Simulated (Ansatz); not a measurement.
Input for Ansatz (a first-principles code): R-r2SCAN/def2-TZVPP on C6H6 (SMILES c1ccccc1).

Ansatz 0.2 input:
```yaml
crystal:
  periodic: [false, false, false]
  atoms:
    - {symbol: C, position_ang: [0.00000000, 1.39825442, -0.00000000]}
    - {symbol: C, position_ang: [1.21092366, 0.69912821, -0.00000000]}
    - {symbol: C, position_ang: [1.21092366, -0.69912821, -0.00000000]}
    - {symbol: C, position_ang: [-0.00000000, -1.39825442, -0.00000000]}
    - {symbol: C, position_ang: [-1.21092366, -0.69912821, 0.00000000]}
    - {symbol: C, position_ang: [-1.21092366, 0.69912821, 0.00000000]}
    - {symbol: H, position_ang: [0.00000000, 2.49112725, 0.00000000]}
    - {symbol: H, position_ang: [2.15737631, 1.24556903, 0.00000000]}
    - {symbol: H, position_ang: [2.15737631, -1.24556903, 0.00000000]}
    - {symbol: H, position_ang: [-0.00000000, -2.49112725, 0.00000000]}
    - {symbol: H, position_ang: [-2.15737631, -1.24556903, -0.00000000]}
    - {symbol: H, position_ang: [-2.15737631, 1.24556903, 0.00000000]}
basis:
  gaussian:
    orbitals: def2-TZVPP
hamiltonian:
  xc: {name: r2SCAN}
scf: {lower_state_search: off}
```

The log:

```
WARN ansatz: RAYON_NUM_THREADS=8 ignored (pool sized by the plan → 8); use --threads N
Functional definition: r2SCAN
these checks for a lower state are left out or cut short: stability, starts, cluster_reference, orbital_swaps, neighbouring_geometries, increment
integrals: 0.20 GiB planned
1434 factors; their error is unknown
mean field: 1.66 GiB planned
mean field evaluation 1: about -6306.5057 eV, gradient 6.8e1 eV
mean field evaluation 2: about -6296.4680 eV, gradient 9.4e1 eV
mean field evaluation 4: about -6318.2808 eV, gradient 1.5e0 eV
mean field evaluation 8: about -6318.2498 eV, gradient 7.6e-1 eV
mean field evaluation 16: about -6318.2505 eV, gradient 2.1e-5 eV
mean field -6318.25053087 eV, -232.1914243455 hartree, gradient 6.0e-6 eV, S^2 0.000000; 0 other end points of the search recorded, 0 dependent functions left out
reference -6318.25054258 eV, -232.1914247756 hartree; 21, 21 occupied and 249, 249 virtual orbitals, 1434 factors
Total energy: -6318.25054258 eV, -232.1914247756 hartree
Checks for a lower state left out: stability, starts, cluster_reference, orbital_swaps, neighbouring_geometries, increment
```

The run converged.

Cost: about 9 core-seconds (a rough figure).
